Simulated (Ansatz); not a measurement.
Reaction (ligand exchange at a W–O bond): `[O]=[W]([OH])([OH])([F])[Cl]` + H–F → `[O]=[W]([OH])([F])([F])[Cl]` + H₂O

Program: Ansatz. Geometries: PBE0-D4/def2-TZVP. ΔE: electronic, gas phase. CCSD(T)/CBS is the MP2 limit (def2-TZVPP, def2-QZVPP) plus CCSD(T) − MP2 in def2-TZVPP, frozen cores. This one scheme is used for every species. Functionals use def2-TZVPP. Elements past krypton have def2 core potentials. For W outer-core shells are correlated without core-valence functions, which leaves a few kJ/mol of doubt a bond. One conformer a species, not always the lowest.

`[O]=[W]([OH])([OH])([F])[Cl]`:

```xyz
8

O     0.235   -1.563   -0.926
W     0.060   -0.270    0.131
O     0.883    1.278   -0.577
O    -1.573    0.454   -0.400
F     1.690   -0.396    1.084
Cl   -0.880   -1.053    2.079
H     1.811    1.427   -0.372
H    -2.227    0.124   -1.019
```

H–F:

```xyz
2

F     0.117   -0.368    0.249
H    -0.117    0.368   -0.249
```

`[O]=[W]([OH])([F])([F])[Cl]`:

Cartesian coordinates in Å:
```
O -1.369 1.007 -0.671
W -0.229 -0.157 -0.284
O 0.288 0.188 1.474
F -1.158 -1.610 0.392
F -0.037 -1.190 -1.821
Cl 1.736 0.842 -0.955
H 0.770 0.919 1.864
```

H₂O:

```xyz
3

O    -0.088    0.148    0.349
H    -0.357    0.479   -0.510
H     0.445   -0.628    0.161
```

```tsv
level	ΔE (kJ/mol)
r2SCAN0-D4	-28.6
HF/def2-QZVPP	-34.6
```

(1) What does CCSD(T)/CBS give? (Estimate.)

Largest T1 diagnostic among the species: 0.021, so the coupled-cluster value is less sure than usual.

Results:

(1) Computed: -22.8 kJ/mol. The listed levels differ from it by -5.8, -11.8 kJ/mol.

Leaving LDA and LC-ωPBE aside and taking each functional with its dispersion term where it has one, the values, not all of them listed here, spread over 11.5 kJ/mol, from B97M-V to PBE-QIDH. LDA lies +6.6 kJ/mol from PBE without D4. From BLYP to BHLYP (50 % exact exchange), in def2-TZVPP and without D4, ΔE moves by +4.4 kJ/mol. The D4 term adds +3.3 kJ/mol with B3LYP and +1.8 kJ/mol with PBE0; it sums over pairs of atoms, weighted by their polarisabilities, and B3LYP, whose exchange is more repulsive, gets the larger term.

B3LYP here is the variant with VWN-RPA as its local correlation; programs differ in this.

CCSD(T)/CBS has its own doubt, a few kJ/mol and more with outer-core shells, so smaller differences from it don't rank the levels.
